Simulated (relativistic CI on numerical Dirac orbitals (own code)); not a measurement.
**d7 in a ligand field**

Computed with a parametric ligand-field model of a d^n configuration (Racah B and C, spin-orbit zeta, crystal field), exact diagonalisation.

Field parameters in Wybourne normalisation: Oh B⁴₀ = 21Dq, B⁴₄ = √(5/14) B⁴₀; Td as Oh with Dq negative (B⁴₀ = 21Dq, B⁴₄ = √(5/14) B⁴₀). The field is a parameter set, without covalency.

**Question.** Lowest levels for B = 930, C = 3300, ζ = 310 cm⁻¹, Oh, 10Dq = 14550 cm⁻¹?

**Answer.** Γ6 0 (S 1.50), Γ8 197 (S 1.50), Γ8 481 (S 1.47), Γ7 568 (S 1.50), Γ8 2429 (S 0.56), Γ6 13306 (S 1.49), Γ8 13322 (S 1.49), Γ8 13352 (S 1.47), Γ7 13500 (S 1.49) cm⁻¹, with S from ⟨S²⟩ = S(S + 1). The ground level has 2.05 electrons in the cubic e pair.

**Question.** Lowest levels for B = 600, C = 2800, ζ = 870 cm⁻¹, Td, 10Dq = -6400 cm⁻¹?

**Answer.** Γ8 0 (S 1.50), Γ8 5957 (S 1.47), Γ6 6293 (S 1.49), Γ8 6722 (S 1.49), Γ7 6944 (S 1.50), Γ6 9689 (S 1.46), Γ8 10325 (S 1.45), Γ7 11037 (S 1.48), Γ8 11283 (S 1.48) cm⁻¹, with S from ⟨S²⟩ = S(S + 1). The ground level has 3.97 electrons in the cubic e pair.

**Question.** Lowest levels for B = 650, C = 3200, ζ = 750 cm⁻¹, Oh, 10Dq = 20350 cm⁻¹?

**Answer.** Γ8 0 (S 0.54), Γ6 4858 (S 1.50), Γ8 5328 (S 1.50), Γ7 6143 (S 1.50), Γ8 6243 (S 1.48), Γ8 18010 (S 0.52), Γ6 18626 (S 0.51), Γ8 18886 (S 0.53), Γ7 19223 (S 0.52) cm⁻¹, with S from ⟨S²⟩ = S(S + 1). The ground level has 1.06 electrons in the cubic e pair.

**Question.** Lowest levels for B = 670, C = 2390, ζ = 3450 cm⁻¹, Oh, 10Dq = 22600 cm⁻¹?

**Answer.** Γ8 0 (S 0.65), Γ6 8479 (S 1.47), Γ8 10268 (S 1.43), Γ7 14806 (S 1.49), Γ8 15355 (S 1.42), Γ8 19663 (S 0.64), Γ7 23136 (S 0.60), Γ8 23342 (S 0.61), Γ6 24169 (S 0.58) cm⁻¹, with S from ⟨S²⟩ = S(S + 1). The ground level has 1.17 electrons in the cubic e pair; its S is far from a half-integer, so spin-orbit coupling mixes spin states.

**Question.** Lowest levels for B = 960, C = 4980, ζ = 640 cm⁻¹, Td, 10Dq = -7450 cm⁻¹?

**Answer.** Γ8 0 (S 1.50), Γ8 7221 (S 1.50), Γ6 7358 (S 1.50), Γ8 7652 (S 1.50), Γ7 7798 (S 1.50), Γ6 11956 (S 1.50), Γ8 12446 (S 1.50), Γ7 13098 (S 1.50), Γ8 13198 (S 1.50) cm⁻¹, with S from ⟨S²⟩ = S(S + 1). The ground level has 3.99 electrons in the cubic e pair.
